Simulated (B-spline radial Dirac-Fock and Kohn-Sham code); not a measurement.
**How the levels of ytterbium move as electrons are removed**

Method: Dirac-Fock (average of configuration) total-energy differences with a finite nucleus, the Breit interaction including its frequency dependence, and self-energy and vacuum-polarisation corrections. Computed with a radial B-spline solver. Each ion is free and in its tabulated ground configuration. No correlation.

Reference: Yb³³⁺, [Kr] 4d1, with L1 (2s) 11851.2 eV, M2 (3p1/2) 3494.3 eV, M4 (3d3/2) 2893.6 eV, M5 (3d5/2) 2844.6 eV, N1 (4s) 1636.6 eV. Shifts from it, in eV (a dash: the subshell is empty, belongs to an open shell averaged over j, or its hole state is left out as unreliable):

| ion | configuration | L1 (2s) | M2 (3p1/2) | M4 (3d3/2) | M5 (3d5/2) | N1 (4s) |
| --- | --- | --- | --- | --- | --- | --- |
| Yb³⁴⁺ | [Ar] 3d10 4s2 4p6 | +69.7 | +63.5 | +63.9 | +63.7 | +50.2 |
| Yb³⁵⁺ | [Ar] 3d10 4s2 4p5 | +140.1 | +126.7 | +128.3 | +127.9 | +97.6 |
| Yb³⁶⁺ | [Ar] 3d10 4s2 4p4 | +211.4 | +190.6 | +193.4 | +192.8 | +145.4 |
| Yb³⁷⁺ | [Ar] 3d10 4s2 4p3 | +283.6 | – | +259.2 | +258.4 | +193.6 |
| Yb³⁸⁺ | [Ar] 3d10 4s2 4p2 | +356.7 | +320.2 | +325.7 | +324.8 | +242.2 |
